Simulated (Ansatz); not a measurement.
Job for Ansatz (an electronic-structure program): R-wB97X-V/def2-TZVPPD on N2 (SMILES N#N) with ghost functions, monomers drawn apart or pushed together. Files ending in .json are basis or fitting sets from the Basis Set Exchange.

Ansatz 0.2 input:
```yaml
crystal:
  periodic: [false, false, false]
  atoms:
    - {symbol: N, position_ang: [0.32021269, 0.45340835, -0.17874948]}
    - {symbol: N, position_ang: [-0.02607307, 0.68265078, 0.82942213]}
basis:
  gaussian:
    orbitals: def2-TZVPPD.json
    ghost_atoms:
      - {symbol: C, position_ang: [0.13529351, -0.38772789, 4.66073819]}
      - {symbol: O, position_ang: [-1.11321070, 0.09341938, 4.18853363]}
      - {symbol: H, position_ang: [0.61921230, -1.05849021, 3.94132077]}
      - {symbol: H, position_ang: [-0.06432734, -0.95092944, 5.57151959]}
      - {symbol: H, position_ang: [0.82812103, 0.42611781, 4.90347168]}
      - {symbol: H, position_ang: [-0.96258806, 0.57320272, 3.36819173]}
hamiltonian:
  xc: {name: wB97X-V}
scf: {lower_state_search: off}
```

Q: What total energy does the run end on?

A: -109.5406 hartree.
